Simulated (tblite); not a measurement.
Species: C₆H₈FO (doublet state).
Z-matrix (Å and degrees, GFN2-xTB geometry), rows numbered from 1:
```
C 
C   1  1.3213
C   2  1.5032  1  125.41
C   3  1.5466  2  105.11  1   173.63
O   4  1.3013  3  117.24  2  -101.16
C   4  1.5886  3  104.45  2    24.40
F   6  1.3717  4  109.92  3    84.02
C   2  1.5100  1  124.57  3   179.60
H   1  1.0757  2  121.77  3    -0.70
H   1  1.0762  2  121.55  3   179.93
H   3  1.0899  2  111.92  1    54.45
H   3  1.0915  2  110.41  1   -66.70
H   4  1.1166  3  110.17  2   133.24
H   6  1.0923  4  110.68  3  -157.63
H   8  1.0916  2  109.87  1   -77.22
H   8  1.0908  2  111.96  1    43.94
```

The geometry is computed with GFN2-xTB (gas phase). This method treats the open shell by occupation alone, without spin polarisation.

Masses are those of the commonest isotopes; rigid-rotor values at the optimised geometry. The values belong to one conformer with, in the numbering `[CH2:1]=[C:2]1[CH2:3][C@@H:4]([O:5])[C@H:6]([F:7])[CH2:8]1`, C1–C2–C3–C4 174°, C2–C3–C4–O5 -101°, C3–C4–C6–F7 84°, C4–C6–C8–C2 30°.

Problem. What are A, B and C (GHz)?

Solution. Ia = 180.73, Ib = 263.44, Ic = 356.26 u·Å²; 505379 MHz·u·Å²/I gives 2796, 1918 and 1419 MHz, that is A = 2.7964, B = 1.9184, C = 1.4186 GHz.

Problem. What kind of rotor is it?

Solution. An asymmetric top. Ray's parameter κ = (2B − A − C)/(A − C) = -0.274; −1 is the prolate and +1 the oblate limit.

Problem. Is it planar, by Δ = Ic − Ia − Ib?

Solution. Not planar: Δ = Ic − Ia − Ib = -87.90 u·Å². For a rigid frame Δ = −2 Σ m c², so Σ m c² = 43.95 u·Å² lies off the ab plane: 12.23 from hydrogen and 31.72 from heavier atoms. The atom farthest from that plane is 1.94 Å away.

Problem. Give the other two planar moments, Paa and Pbb, and the rms extents of the mass along the axes.

Solution. Paa = Σ m a² = (Ib + Ic − Ia)/2 = 219.49 and Pbb = Σ m b² = (Ia + Ic − Ib)/2 = 136.78 u·Å². With the mass M = 115.06 u, the rms extents √(P/M) along a, b and c are 1.38, 1.09, 0.62 Å.

Problem. Give the coordinates in the principal-axis frame, origin at the centre of mass.

Solution. The sense of each axis is arbitrary; atoms in the order of the calculation.
```json
{"atom": "C1", "mass (u)": "12.000", "a (Å)": "2.678", "b (Å)": "0.037", "c (Å)": "0.020"}
{"atom": "C2", "mass (u)": "12.000", "a (Å)": "1.358", "b (Å)": "0.076", "c (Å)": "-0.020"}
{"atom": "C3", "mass (u)": "12.000", "a (Å)": "0.487", "b (Å)": "0.965", "c (Å)": "0.823"}
{"atom": "C4", "mass (u)": "12.000", "a (Å)": "-0.947", "b (Å)": "0.751", "c (Å)": "0.286"}
{"atom": "O5", "mass (u)": "15.995", "a (Å)": "-1.428", "b (Å)": "1.662", "c (Å)": "-0.509"}
{"atom": "C6", "mass (u)": "12.000", "a (Å)": "-0.909", "b (Å)": "-0.689", "c (Å)": "-0.383"}
{"atom": "F7", "mass (u)": "18.998", "a (Å)": "-1.108", "b (Å)": "-1.654", "c (Å)": "0.573"}
{"atom": "C8", "mass (u)": "12.000", "a (Å)": "0.503", "b (Å)": "-0.769", "c (Å)": "-0.934"}
{"atom": "H9", "mass (u)": "1.008", "a (Å)": "3.244", "b (Å)": "0.673", "c (Å)": "0.678"}
{"atom": "H10", "mass (u)": "1.008", "a (Å)": "3.241", "b (Å)": "-0.627", "c (Å)": "-0.613"}
{"atom": "H11", "mass (u)": "1.008", "a (Å)": "0.765", "b (Å)": "2.015", "c (Å)": "0.728"}
{"atom": "H12", "mass (u)": "1.008", "a (Å)": "0.556", "b (Å)": "0.680", "c (Å)": "1.874"}
{"atom": "H13", "mass (u)": "1.008", "a (Å)": "-1.656", "b (Å)": "0.594", "c (Å)": "1.134"}
{"atom": "H14", "mass (u)": "1.008", "a (Å)": "-1.708", "b (Å)": "-0.794", "c (Å)": "-1.121"}
{"atom": "H15", "mass (u)": "1.008", "a (Å)": "0.522", "b (Å)": "-0.358", "c (Å)": "-1.945"}
{"atom": "H16", "mass (u)": "1.008", "a (Å)": "0.842", "b (Å)": "-1.805", "c (Å)": "-0.967"}
```

Problem. List the rotational levels J(Ka,Kc) to J = 4 (MHz).

Solution. Above 0(0,0):
J = 1: 1(0,1) 3337, 1(1,1) 4215, 1(1,0) 4715
J = 2: 2(0,2) 9850, 2(1,2) 10389, 2(1,1) 11889, 2(2,1) 14522, 2(2,0) 14683
J = 3: 3(0,3) 19305, 3(1,3) 19562, 3(1,2) 22527, 3(2,2) 24533, 3(2,1) 25250, 3(3,1) 30261, 3(3,0) 30295
J = 4: 4(0,4) 31565, 4(1,4) 31666, 4(1,3) 36441, 4(2,3) 37753, 4(2,2) 39552, 4(3,2) 43853, 4(3,1) 44076, 4(4,1) 51544, 4(4,0) 51550
Those of J = 1 are B + C, A + C and A + B.

For this open shell read J as N, the rotation without spin; fine and hyperfine splittings come on top. Its lowest GFN2-xTB frequency is 18i cm⁻¹, too small to tell a flat minimum from a shallow saddle. No vibrational averaging or centrifugal distortion is included, and the geometry carries the error of its method.
